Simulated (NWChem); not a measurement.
Molecule: NH3Te; SMILES N[TeH]

Computed with NWChem. Structure relaxed at the PBE0/def2-SVP level. def2 effective core potentials on Te; no spin-orbit coupling. B3LYP is NWChem's, with the RPA form of VWN correlation. Ions are spin-unrestricted doublets at the neutral geometry; other ion states weren't tried.

```json
[
 {"level": "B3LYP/def2-SVP", "vertical ionisation energy, ΔSCF (eV)": "8.64", "−ε(HOMO) (eV)": "5.93", "ΔSCF minus −ε(HOMO) (eV)": "2.71"},
 {"level": "PBE/def2-SVP", "vertical ionisation energy, ΔSCF (eV)": "8.51", "−ε(HOMO) (eV)": "5.06", "ΔSCF minus −ε(HOMO) (eV)": "3.45"},
 {"level": "BHandHLYP/def2-SVP", "vertical ionisation energy, ΔSCF (eV)": "8.56", "−ε(HOMO) (eV)": "7.11", "ΔSCF minus −ε(HOMO) (eV)": "1.45"},
 {"level": "LRC-wPBEh/def2-SVP", "vertical ionisation energy, ΔSCF (eV)": "8.62", "−ε(HOMO) (eV)": "8.03", "ΔSCF minus −ε(HOMO) (eV)": "0.59"},
 {"level": "LDA (Slater exchange, VWN5)/def2-SVP", "vertical ionisation energy, ΔSCF (eV)": "8.75", "−ε(HOMO) (eV)": "5.18", "ΔSCF minus −ε(HOMO) (eV)": "3.57"}
]
```
